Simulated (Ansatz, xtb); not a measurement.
**C4HClN2S: which of two isomers lies lower**

Structure I is `N#Cc1nc(Cl)cs1`, a singlet and structure II is `N#Cc1ncsc1Cl`, a singlet. Both are isolated molecules in the gas phase, relaxed with PBE-D3(BJ)/def2-SVP.

I (Å):

```tsv
atom	x (Å)	y (Å)	z (Å)
C	-1.2085	-1.1664	2.0480
C	-0.8346	-0.1019	1.1813
C	-0.9938	1.5532	-0.2527
C	0.3890	1.5665	-0.1032
Cl	-1.8476	2.6422	-1.2833
N	-1.4870	-2.0496	2.7705
N	-1.6722	0.6228	0.4641
S	0.8650	0.3381	1.0028
H	1.1161	2.2293	-0.5853
```

II (Å):

```yaml
atoms:
  - { symbol: C, position_ang: [-1.7283, 0.2993, 2.1953] }
  - { symbol: C, position_ang: [-0.9951, 0.5214, 0.9892] }
  - { symbol: C, position_ang: [-0.7282, 0.6214, -1.2026] }
  - { symbol: C, position_ang: [0.3503, 0.9051, 0.9632] }
  - { symbol: Cl, position_ang: [1.3779, 1.1834, 2.2966] }
  - { symbol: N, position_ang: [-2.3205, 0.1196, 3.1924] }
  - { symbol: N, position_ang: [-1.5797, 0.3683, -0.2485] }
  - { symbol: S, position_ang: [0.8873, 1.0761, -0.6820] }
  - { symbol: H, position_ang: [-0.9624, 0.5662, -2.2763] }
```

Quicker runs give these differences E(II) − E(I): GFN2-xTB +5.81 kJ/mol; HF/STO-3G +1.81 kJ/mol (at GFN2-xTB geometries); r2SCAN-D4/def2-SVP +8.19 kJ/mol (at GFN2-xTB geometries).

Problem. Estimate E(II) − E(I) at the level CCSD(T)/def2-SVP + ΔMP2/def2-TZVPP.

Solution. Not settled: CCSD(T)/def2-SVP + ΔMP2/def2-TZVPP gives E(II) − E(I) = +4.57 kJ/mol, but this leans on the basis-set step: CCSD(T) alone gives +4.03 kJ/mol.

The same difference at several levels:

```csv
level,geometry,E(II) − E(I) (kJ/mol),departure from the last row (kJ/mol),"job, with rough time for the two"
GFN2-xTB,GFN2-xTB,+5.81,+1.24,"optimisation, 0.25 s"
HF/STO-3G,GFN2-xTB,+1.81,−2.76,"single point, 0.9 s"
r2SCAN-D4/def2-SVP,GFN2-xTB,+8.19,+3.62,"single point, 5 s"
PBE-D3(BJ)/def2-SVP,PBE-D3(BJ)/def2-SVP,+7.78,+3.21,"optimisation, 29 s"
HF/def2-SVP,PBE-D3(BJ)/def2-SVP,+0.39,−4.18,part of the CCSD(T) run
MP2/def2-SVP,PBE-D3(BJ)/def2-SVP,+7.57,+3.00,part of the CCSD(T) run
CCSD(T)/def2-SVP,PBE-D3(BJ)/def2-SVP,+4.03,−0.55,single point
CCSD(T)/def2-SVP + ΔMP2/def2-TZVPP,PBE-D3(BJ)/def2-SVP,+4.57,,"single point, 79 s"
```

As drawn, both hold the same kinds of bond in the same numbers.

HF/STO-3G, HF/def2-SVP find them nearly level. The largest departure from CCSD(T)/def2-SVP + ΔMP2/def2-TZVPP is that of HF/def2-SVP, 4.18 kJ/mol. The last row adds to CCSD(T) the change of the MP2 difference between the two basis sets, here +0.55 kJ/mol.

With thermal terms from frequencies at re-optimised GFN2-xTB minima (ideal gas, soft modes damped towards free rotors, one conformer each, 298.15 K, 1 atm): on the last row, ΔE + ΔZPE = +4.88, ΔH = +4.92, ΔG = +4.83 kJ/mol.

The correlated steps freeze 16 core orbitals. Run with Ansatz 0.2.0, xtb 6.7.1; the last row on 2 threads of Intel(R) Xeon(R) Processor on a shared host.
